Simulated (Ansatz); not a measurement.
```yaml
atoms:
  - { symbol: Mg, position_ang: [-1.0119, -1.0119, -1.0119] }
  - { symbol: O, position_ang: [-1.1005, -1.1005, 1.1005] }
  - { symbol: O, position_ang: [-1.1005, 1.1005, -1.1005] }
  - { symbol: Mg, position_ang: [-1.0119, 1.0119, 1.0119] }
  - { symbol: O, position_ang: [1.1005, -1.1005, -1.1005] }
  - { symbol: Mg, position_ang: [1.0119, -1.0119, 1.0119] }
  - { symbol: Mg, position_ang: [1.0119, 1.0119, -1.0119] }
  - { symbol: O, position_ang: [1.1005, 1.1005, 1.1005] }
```

Basis set: cc-pVDZ (spherical functions). Frozen core: 8 orbitals. Charge 0, multiplicity 1.

Computed with Ansatz (development build ahead of 0.2.0); each method stands on the lowest determinant of its kind that the runs found. Restricted open shells among the atoms or ions are ROHF, correlated in semicanonical orbitals with singles.

Give the atomization energy at this shape (free ground-state atoms in the same class of orbitals less the molecule, no zero-point energy) of singlet Mg4O4 by RHF-MP2, RHF.

```tsv
method	atomization energy
RHF-MP2	2599.5 kJ/mol
RHF	1475.6 kJ/mol
```

Caution: no unrestricted run beside it, a lower state can exist; the shape is not the minimum.
